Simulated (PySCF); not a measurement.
## Exercise with solution: dipole moment from atomic charges

In(F)(Me)(OH) (CH4FInO), SMILES [F][In]([OH])[CH3]. Atoms are numbered in the order given.

```xyz
8

In    -0.0250     0.0177     0.0000
F      1.7547    -0.8516     0.0000
C     -0.2379     2.1552     0.0000
H      0.2529     2.5547     0.8978
H     -1.3039     2.4157     0.0000
H      0.2529     2.5547    -0.8978
O     -1.4172    -1.4200     0.0000
H     -1.0039    -2.2961     0.0000
```

Geometry optimised at B3LYP-D3(BJ)/def2-SVP. The def2 effective core potentials stand for the cores of In; spin–orbit coupling is left out. One conformer was computed; it need not be the lowest.

Charges (e) from M06-2X/def2-TZVP run with PySCF:

| atom | ESP fit | Mulliken |
|---|---|---|
| In1 | 1.222 | 1.157 |
| F2 | -0.569 | -0.567 |
| C3 | -0.787 | -0.696 |
| H4 | 0.192 | 0.174 |
| H5 | 0.200 | 0.179 |
| H6 | 0.192 | 0.174 |
| O7 | -0.855 | -0.749 |
| H8 | 0.406 | 0.329 |

The dipole moment of the full density is 2.78 D.

Question: What dipole moment does each set of point charges give, and which comes closer to that of the density?

Answer: 
μ = Σ q r, and 1 e Å = 4.8032 D.
ESP fit: Σ q r = (-0.201, 0.556, 0.000) e Å, |μ| = 2.84 D.
Mulliken: Σ q r = (-0.272, 0.633, 0.000) e Å, |μ| = 3.31 D.
ESP fit comes closer in size. Point charges leave out the atoms' own dipoles (lone pairs, polarised bonds); fits to the potential absorb them, partitions of the density don't.
